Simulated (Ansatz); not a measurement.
A trace of molecular dynamics of FHInS (4 atoms, charge -1, multiplicity 1).

Computed with RKS PBE0-D4/def2-SVP (Ansatz 0.2.0).

```json
{
 "ensemble": "NVE (velocity Verlet)",
 "starting velocities drawn for": "100 K",
 "seed": "12366"
}
```

```csv
time (fs),T (K),potential energy less start (eV),conserved less start (meV/atom)
0.0,100,0.000,0.00
4.0,98,0.001,0.00
8.0,91,0.002,0.00
12.0,88,0.003,0.00
16.0,121,-0.005,0.01
20.0,367,-0.069,0.06
24.0,1979,-0.484,0.41
28.0,6689,-1.719,-3.78
32.0,8480,-2.178,-3.00
36.0,3263,-0.816,0.33
40.0,5024,-1.272,0.22
44.0,5856,-1.495,-1.72
48.0,7554,-1.932,-1.24
52.0,2942,-0.733,0.34
56.0,6143,-1.563,-0.24
60.0,2707,-0.656,4.49
64.0,5449,-1.383,-0.02
68.0,2643,-0.656,0.36
72.0,7481,-1.916,-1.91
76.0,6286,-1.614,-3.65
80.0,4191,-1.056,0.27
84.0,3019,-0.753,0.32
88.0,7763,-1.996,-3.62
92.0,7008,-1.803,-4.27
96.0,2272,-0.560,0.34
100.0,2322,-0.573,0.30
```

**Question.** Can this run be trusted? Judge the integration.

**Answer.** The conserved energy wandered by up to 5.0 meV per atom (net 0.3 meV per atom), which is poor conservation. The system heated up, since it started high on the potential surface and ran downhill. A run of 0.1 ps of so small a system gives no equilibrium averages. The orbitals stay closed-shell, which can raise the energy where a bond breaks towards radicals; this wasn't checked here. Limits of this set-up: an anion without diffuse functions, the dipole of an ion depends on the origin. The time step was 0.5 fs.

Run time: 7.3 min on 1 thread of Arm Neoverse V1 (shared host), peak memory 0.12 GiB.
